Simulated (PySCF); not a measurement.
# Excitation energy of Sb by level of theory

Sb [Kr] 4d10 5s2 5p3 (4S) → Sb [Kr] 4d10 5s1 5p4 (4P), as a difference of total energies. Computed with PySCF 2.14 in aug-cc-pVQZ-PP with ECP28MDF (7s7p5d3f2g, 92 functions), with scalar relativity through the core potential. Correlated levels: valence: 4s2 4p6 4d10 frozen. The calculations carry no spin-orbit coupling.

| method | excitation energy (eV) |
| --- | --- |
| UHF | 7.387 |
| LDA | 8.188 |
| PBE | 8.015 |
| r2SCAN | 7.767 |
| TPSSh | 7.865 |
| B2PLYP | 7.755 |
| MP2 (valence) | 7.442 |
| SCS-MP2 (valence) | 7.451 |

Task: Estimate what PBE0 gives.

Result: 7.918 eV, closest to TPSSh among the rows shown.

Task: Estimate what LC-wPBE gives.

Result: 8.000 eV, closest to PBE among the rows shown.
